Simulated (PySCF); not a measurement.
NMR data simulated for an unnamed compound:

¹H NMR (300 MHz, computed): δ 8.63 (m, 1H), 6.32 (br s, 1H), 5.78 (br s, 1H), 5.71 (m, 2H), 3.84 (t, 3H), 2.11 (q, 2H), 1.21 (m, 2H).

¹³C{¹H} NMR (computed): δ 176.7 (CH), 157.6 (C), 134.1 (CH2), 16.5 (CH2).

[PySCF: geometry from GFN2-xTB; shieldings: GIAO PBE0/pcSseg-1; single conformer; non-relativistic Hamiltonian; fast rotation and ring inversion assumed for equivalent nuclei; gas phase]

Shifts are taken against calculated references (same method and geometry level): ¹H (σref 31.72) and ¹³C (σref 186.93) vs TMS.

**Question.** Which of these does the molecule contain: a methoxy group, a nitrile, a Si–H bond, an NH or NH2 group, a non-aromatic C=C double bond?

**Answer.** 
- A methoxy group: no.
- A nitrile: no.
- A Si–H bond: yes (δH 5.71 (m)).
- An NH or NH2 group: no.
- A non-aromatic C=C double bond: yes.

The data belong to `InChI=1S/C4H12NPSi2/c1-4(3-7)2-5-8-6/h2H,1,3,6,8H2,7H3/b5-2+`; they needn't prove each group on their own.

Carbon signals by region: 1 in the far downfield region (above 160 ppm), 2 in the sp2 and nitrile region (100–160 ppm), 1 below 50 ppm. Above 160 ppm: 176.7, C=N carbon.

Splittings by ³¹P in the carbon and heteronuclear signals aren't shown, as no couplings were computed. Shifts are as computed. Against solution values, carbons near 30 ppm lie about +3 ppm off and those near 130 ppm about +5 ppm. Of 1309 compounds with measured shifts, 239 miss one by over three times the rms of a fit or turn the order of signals round; such compounds aren't used in these exercises. No couplings were computed; multiplicities are counted from neighbouring protons, with m where these are inequivalent, close in shift, in a saturated or five-membered ring or joined by F or P, and br s for small geminal =CH2 splittings.
